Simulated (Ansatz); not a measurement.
Total energies of `C[CH](C)[GaH][CH](C)C`.

```xyz
22

C     2.288    1.534    1.151
C     1.244    0.440    1.352
C     1.814   -0.942    1.054
Ga   -0.441    0.825    0.361
C    -1.447   -0.586   -0.621
C    -0.820   -0.742   -2.007
C    -2.938   -0.298   -0.725
H     3.174    1.358    1.774
H     1.900    2.525    1.399
H     2.636    1.571    0.113
H     0.938    0.462    2.409
H     2.694   -1.153    1.675
H     1.088   -1.739    1.234
H     2.136   -1.026    0.011
H    -0.972    2.319    0.310
H    -1.303   -1.528   -0.079
H    -1.331   -1.522   -2.585
H     0.238   -1.016   -1.960
H    -0.896    0.181   -2.593
H    -3.421   -0.246    0.255
H    -3.126    0.657   -1.227
H    -3.455   -1.074   -1.303
```

Total charge 0; spin multiplicity 1. Correlated methods include outer-core shells of Ga, which these sets cover unevenly. Scalar relativity is left out up to krypton. The structure was optimised at the PBE0-D4/def2-TZVP level. It is one conformer, not always the lowest. Basis def2-TZVPP, Ansatz.

RPA on PBE orbitals: Hartree–Fock energy of these orbitals -2159.16926 Eh, correlation -2.17659 Eh (frozen core).

```json
{"functional": "LDA (SPW92)", "energy without D4 (Eh)": "-2157.28442", "D4 term (kJ/mol)": "–"}
{"functional": "PBE", "energy without D4 (Eh)": "-2161.95202", "D4 term (kJ/mol)": "-49.5"}
{"functional": "BLYP", "energy without D4 (Eh)": "-2162.50517", "D4 term (kJ/mol)": "-106.7"}
{"functional": "r2SCAN", "energy without D4 (Eh)": "-2162.43027", "D4 term (kJ/mol)": "-13.3"}
{"functional": "PBE0", "energy without D4 (Eh)": "-2162.04244", "D4 term (kJ/mol)": "-42.3"}
{"functional": "B3LYP", "energy without D4 (Eh)": "-2162.66059", "D4 term (kJ/mol)": "-78.7"}
{"functional": "r2SCAN0", "energy without D4 (Eh)": "-2162.38822", "D4 term (kJ/mol)": "-15.4"}
{"functional": "HSE06 (plane-wave form)", "energy without D4 (Eh)": "-2162.02612", "D4 term (kJ/mol)": "-39.5"}
{"functional": "BHLYP", "energy without D4 (Eh)": "-2162.40905", "D4 term (kJ/mol)": "-60.1"}
{"functional": "CAM-B3LYP", "energy without D4 (Eh)": "-2162.56723", "D4 term (kJ/mol)": "-43.0"}
{"functional": "LC-ωPBE", "energy without D4 (Eh)": "-2162.20560", "D4 term (kJ/mol)": "–"}
{"functional": "ωB97X-V", "energy without D4 (Eh)": "-2162.35578", "D4 term (kJ/mol)": "–"}
{"functional": "ωB97M-V", "energy without D4 (Eh)": "-2162.34027", "D4 term (kJ/mol)": "–"}
{"functional": "B2PLYP", "energy without D4 (Eh)": "-2161.99270", "D4 term (kJ/mol)": "–"}
```

Question: Give the same for revPBE, B97M-V, r2SCANh, PBE-QIDH. (An estimate is asked.)

Answer: Ansatz gave: 
```csv
functional,energy without D4 (Eh),D4 term (kJ/mol)
revPBE,-2162.37350,-149.2
B97M-V,-2162.23543,–
r2SCANh,-2162.41266,-14.1
PBE-QIDH,-2161.67901,–
```

B3LYP takes the VWN-RPA correlation (the form of Gaussian; ORCA's B3LYP/G). HSE06 is the plane-wave form, built on full-range PBE exchange. The double hybrids freeze the cores in their second-order part.

LC-ωPBE has ω = 0.4 bohr⁻¹.
